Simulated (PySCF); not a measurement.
# Worked example: entropy of an ideal gas

BH2, SMILES [BH2], multiplicity 2.

Coordinates come from a PBE0-D3(BJ)/def2-TZVPD optimisation. The isomer is the one that the SMILES or the coordinates give; other isomers of the formula were not compared.

PBE0-D3(BJ)/def2-TZVPD run with PySCF gives the harmonic wavenumbers 979, 2584, 2755 cm⁻¹ and the rotational temperatures 55.1183, 10.3683, 8.7267 K. The molar mass is 12.83 g/mol, the symmetry number 2, the spin multiplicity 2.

Work out the entropy at 298.15 K and 1 atm in the rigid-rotor, harmonic-oscillator model.


Translation (Sackur–Tetrode at 1 atm): S = R[1.5 ln M + 2.5 ln T − 1.16487] = 140.6 J/(mol K).
Rotation: q = (√π/σ) T^1.5/√(θA θB θC) = 64.6, S = R[ln q + 3/2] = 47.1 J/(mol K).
Vibration: with u = 1.4388 ν/T, each mode gives R[u/(e^u − 1) − ln(1 − e^−u)]:
| ν (cm⁻¹) | modes | u | S (J/(mol K)) |
|---|---|---|---|
| 979 | 1 | 4.72 | 0.43 |
The stiffer modes add less than 0.005 each. Sum 0.4 J/(mol K).
Spin: R ln 2 = 5.8 J/(mol K).
Total 193.9 J/(mol K); the program's own thermochemistry gives 193.9. Translation makes up 73 % and vibration 0 %. Anharmonicity, hindered rotation and orbital degeneracy are left out.
